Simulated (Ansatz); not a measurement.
```yaml
crystal:
  periodic: [false, false, false]
  atoms:
    - {symbol: N, position_ang: [0.909846, 1.425759, -0.125671]}
    - {symbol: Zr, position_ang: [-0.319519, -0.096065, -0.605335]}
    - {symbol: N, position_ang: [-0.286726, -1.353494, 0.973733]}
    - {symbol: F, position_ang: [0.309811, -1.026138, -2.148483]}
    - {symbol: Cl, position_ang: [-2.536737, 0.702028, -0.897744]}
    - {symbol: H, position_ang: [1.845466, 1.572770, -0.481158]}
    - {symbol: H, position_ang: [0.642747, 2.228545, 0.429766]}
    - {symbol: H, position_ang: [0.179656, -1.197855, 1.856000]}
    - {symbol: H, position_ang: [-0.744534, -2.255541, 0.998882]}
basis:
  gaussian: {orbitals: def2-SVPD}
total_charge: -2
hamiltonian: {xc: {name: wB97M-V}}
```

```sh
$ ansatz run in.yaml --threads 4 --pin off --events-out ev --progress --plain --max-ram 10444MiB
```

Shortened log:

```
Functional definition: wB97M-V
1374 factors; their error is unknown
489 factors; integrals over basis functions are off by at most 2.4e-5 eV
mean field evaluation 1: about -19549.9966 eV, gradient 4.2e1 eV
mean field evaluation 2: about -19548.6066 eV, gradient 5.4e1 eV
mean field evaluation 4: about -19554.8123 eV, gradient 2.1e0 eV
mean field evaluation 8: about -19554.8298 eV, gradient 1.2e-1 eV
mean field evaluation 16: about -19554.8793 eV, gradient 4.9e-3 eV
mean field -19554.87930220 eV, -718.6285595825 hartree, gradient 8.2e-5 eV, S^2 0.000000; 2 other end points of the search recorded, 0 dependent functions left out
reference -19554.87934835 eV, -718.6285612786 hartree; 29, 29 occupied and 127, 127 virtual orbitals, 1374 factors
Total energy: -19554.87934835 eV, -718.6285612786 hartree
```

In this input the charge is far from anything that the molecule holds. The calculation finished and met its thresholds. The result belongs to that input, not to the molecule as meant.
